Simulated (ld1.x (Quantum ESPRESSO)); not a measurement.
## caesium (Cs): variants of one TM potential

Base potential:

```json
{
  "Element": "caesium",
  "Generator": "ld1.x (Quantum ESPRESSO) 7.5",
  "Type": "norm-conserving Troullier–Martins (Kleinman–Bylander form)",
  "Functional": "PBE",
  "Relativity": "scalar-relativistic",
  "Frozen core": "[Kr] 4d10",
  "Valence charge": "9",
  "Reference configuration": "5s2 5p6 5d0 6s1 6p0",
  "Partial waves": "5s (bound): rc 2.60 bohr; 5p (bound): rc 3.20 bohr; 5d (bound, empty): rc 3.80 bohr",
  "Local potential": "all-electron potential smoothed inside 2.35 bohr (lloc = -1)",
  "Core correction": "a·sin(br)/r model core inside 2.30 bohr"
}
```

Occupied shells without a wave of their own: 6s. They enter only through the test configuration that unscreens the potential, and ld1.x also counts them in the model core charge.

All-electron outer shells of the reference configuration (PBE, scalar-relativistic, ld1.x):

```tsv
shell	level (eV)	outermost node (bohr)	outermost maximum (bohr)
4p	-160.81	0.36	0.67
4d	-74.25	0.33	0.72
5s	-26.73	0.82	1.54
5p	-13.52	0.89	1.79
6s	-2.09	2.11	4.80
6p	-0.74	2.61	6.72
5d	-0.38	1.06	3.51
```

Cutoffs, loose and tight: the cutoffs (Ry, on a coarse ladder) from which the occupation-weighted sum of valence levels, in a spherical-Bessel basis at the reference potential, stays within 10 and 1 mRy of its value at 400 Ry. They do not see the model core or the augmentation charge, which bear on the density cutoff. Test errors are all-electron minus pseudo excitation energies from the reference, over the configurations 5s2 5p6 5d0 6s0 6p0; 5s2 5p6 5d0 6s0.5 6p0; 5s2 5p6 5d0 6s0 6p1; 5s2 5p5 5d0 6s1 6p0; 5s2 5p6 5d0.5 6s0.5 6p0; 5s1 5p6 5d0 6s1 6p0; 5s2 5p6 5d1 6s0 6p0. A dash means not determined; rows that change the core or the reference have their own tests.

With those shells counted twice in exchange and correlation these files are broken, and their errors move erratically; no question is asked of them.

| change | outcome | cutoff, loose | cutoff, tight | bound ghosts | largest test error (meV) |
| --- | --- | --- | --- | --- | --- |
| base | generated | 12 Ry | 25 Ry | none | -335 |
| core correction a·sin(br)/r model core inside 1.90 bohr | generated | 12 Ry | 25 Ry | none | -336 |
| wave 5d (bound): rc 3.80 bohr becomes 5d (bound): rc 5.52 bohr | generated | 12 Ry | 25 Ry | none | -335 |
| wave 5s (bound): rc 2.60 bohr becomes 5s (bound): rc 3.66 bohr | generated, misses its reference levels by 0.62 eV | 12 Ry | 18 Ry | none | -1216 |
| local potential all-electron potential smoothed inside 2.58 bohr (lloc = -1) | generated | 12 Ry | 25 Ry | none | -199 |
| wave 5p (bound): rc 3.20 bohr becomes 5p (bound): rc 2.92 bohr | generated | 15 Ry | 25 Ry | none | -335 |
